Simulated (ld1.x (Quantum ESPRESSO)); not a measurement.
# Reading a pseudo-wave (phosphorus)

Columns: radius, all-electron u(r) and pseudo u(r) of the 3p shell (level -5.49 eV) of phosphorus in the configuration [Ne] 3s2 3p3; PBEsol, non-relativistic, RRKJ scheme, ld1.x (Quantum ESPRESSO) 7.5.

```json
{"r (bohr)": "0.085", "all-electron": "0.1047", "pseudo": "-0.0026"}
{"r (bohr)": "0.170", "all-electron": "0.2326", "pseudo": "-0.0104"}
{"r (bohr)": "0.255", "all-electron": "0.2931", "pseudo": "-0.0242"}
{"r (bohr)": "0.340", "all-electron": "0.2868", "pseudo": "-0.0447"}
{"r (bohr)": "0.425", "all-electron": "0.2330", "pseudo": "-0.0726"}
{"r (bohr)": "0.510", "all-electron": "0.1508", "pseudo": "-0.1083"}
{"r (bohr)": "0.595", "all-electron": "0.0548", "pseudo": "-0.1516"}
{"r (bohr)": "0.680", "all-electron": "-0.0454", "pseudo": "-0.2017"}
{"r (bohr)": "0.765", "all-electron": "-0.1433", "pseudo": "-0.2569"}
{"r (bohr)": "0.850", "all-electron": "-0.2350", "pseudo": "-0.3152"}
{"r (bohr)": "0.935", "all-electron": "-0.3184", "pseudo": "-0.3740"}
{"r (bohr)": "1.020", "all-electron": "-0.3925", "pseudo": "-0.4309"}
{"r (bohr)": "1.105", "all-electron": "-0.4572", "pseudo": "-0.4836"}
{"r (bohr)": "1.190", "all-electron": "-0.5125", "pseudo": "-0.5305"}
{"r (bohr)": "1.275", "all-electron": "-0.5588", "pseudo": "-0.5705"}
{"r (bohr)": "1.360", "all-electron": "-0.5964", "pseudo": "-0.6035"}
{"r (bohr)": "1.445", "all-electron": "-0.6259", "pseudo": "-0.6296"}
{"r (bohr)": "1.530", "all-electron": "-0.6482", "pseudo": "-0.6496"}
{"r (bohr)": "1.615", "all-electron": "-0.6640", "pseudo": "-0.6642"}
{"r (bohr)": "1.700", "all-electron": "-0.6739", "pseudo": "-0.6739"}
{"r (bohr)": "1.785", "all-electron": "-0.6788", "pseudo": "-0.6788"}
{"r (bohr)": "1.870", "all-electron": "-0.6793", "pseudo": "-0.6793"}
{"r (bohr)": "1.955", "all-electron": "-0.6760", "pseudo": "-0.6760"}
{"r (bohr)": "2.040", "all-electron": "-0.6694", "pseudo": "-0.6694"}
{"r (bohr)": "2.125", "all-electron": "-0.6602", "pseudo": "-0.6602"}
{"r (bohr)": "2.210", "all-electron": "-0.6488", "pseudo": "-0.6488"}
```

Problem. How many radial nodes do the two functions have?

Solution. The all-electron 3p function has n − l − 1 = 1; the pseudo-wave has 0, since the states of the same l below it are removed with the core.

Problem. At about which radius was the pseudo-wave matched?

Solution. 1.70 bohr, where the columns begin to agree (steps of 0.09 bohr).

Problem. Is the pseudo-wave norm-conserving?

Solution. Yes: the RRKJ scheme keeps the norm inside the radius equal to the all-electron one, which fixes the energy derivative of the logarithmic derivative at the level.
